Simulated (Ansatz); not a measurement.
Relaxation of AlClH₄OSi (8 atoms, charge 0, multiplicity 1), to a largest force component of 0.02 eV/Å in at most 50 steps.

Theory: RKS B3LYP-D4/def2-SVP (Ansatz).

```xyz
8
Properties=species:S:1:pos:R:3
Si 0.060 1.219 0.112
O -0.827 -0.024 0.878
Al -0.158 -1.563 0.154
Cl -0.935 -2.422 -1.667
H -0.223 1.215 -1.370
H -1.425 0.511 1.458
H 1.481 1.188 0.388
H 1.189 -2.231 0.836
```

Where does it end, and by what steps?

The forces met the threshold. After 16 steps the energy has fallen by 2.188 eV; H7 moved furthest, 1.18 Å. Joined: Al3–H7.

```tsv
step	energy less start (eV)	largest force component (eV/Å)	accepted
0	0.0000	4.369	yes
1	-1.0912	2.869	yes
2	-1.5924	0.973	yes
3	-1.8012	0.682	yes
4	-1.9019	0.439	yes
5	-1.9423	0.446	yes
6	-1.9781	0.249	yes
7	-2.0326	0.276	yes
8	-2.0976	1.155	yes
9	-2.1312	1.470	yes
10	-2.1292	0.681	no
11	-2.1785	0.219	yes
12	-2.1537	0.457	no
13	-2.1831	0.061	yes
14	-2.1867	0.073	yes
15	-2.1882	0.059	yes
16	-2.1885	0.013	yes
```

```xyz
8
Properties=species:S:1:pos:R:3
Si 0.234 1.519 0.187
O -0.743 0.066 1.019
Al 0.268 -1.217 0.195
Cl -0.770 -2.114 -1.416
H -0.522 1.354 -1.139
H -1.707 0.108 1.061
H 1.199 0.236 -0.246
H 1.201 -2.059 1.128
```

The run took 29 s on 2 threads of Arm Neoverse V2, on a shared host, peak memory 0.18 GiB.
